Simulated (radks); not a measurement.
Values are calculated unless marked as measured or tabulated.
Species: In13+. Configuration: [Ar] 3d10 4s2 4p(1/2: 1, 3/2: 4) 4d(3/2: 1, 5/2: 0) (not the ground configuration).

Level of theory: Dirac Kohn-Sham, PBE, spin-unpolarised, spherical densities, finite nucleus; Fermi nuclear charge, rms radius 4.6156 fm (a radial shooting solver on a logarithmic mesh with Libxc functionals).

Energy parts (hartree):
part                        energy
total                  -5824.02436
kinetic                 6122.82507
electron-nucleus      -13741.19011
Hartree                 1943.87288
exchange-correlation    -149.53220

Orbitals (lengths in bohr, moments of r in powers of bohr; r(max) is where P^2 peaks):
orbital,occ.,eigenvalue (hartree),r(max)
1s1/2,2,-1030.213,0.01922
2s1/2,2,-163.5377,0.1087
2p1/2,2,-153.2661,0.08383
2p3/2,4,-145.5128,0.08826
3s1/2,2,-39.53691,0.3149
3p1/2,2,-35.39869,0.3011
3p3/2,4,-33.98085,0.3112
3d3/2,4,-26.69479,0.2550
3d5/2,6,-26.40185,0.2579
4s1/2,2,-13.92257,0.7417
4p1/2,1,-12.45197,0.7591
4p3/2,4,-12.13337,0.7785
4d3/2,1,-9.70237,0.8124
4d5/2,0,-9.64403,0.8181

The highest occupied level is 4d3/2 at -264.02 eV. Summed over all electrons, <r^2> = 8.550 bohr^2, which gives a Langevin (diamagnetic) susceptibility term of -6.77 x 10^-6 cm^3/mol. The electron density at the nucleus is 1.749e+05 e/bohr^3.
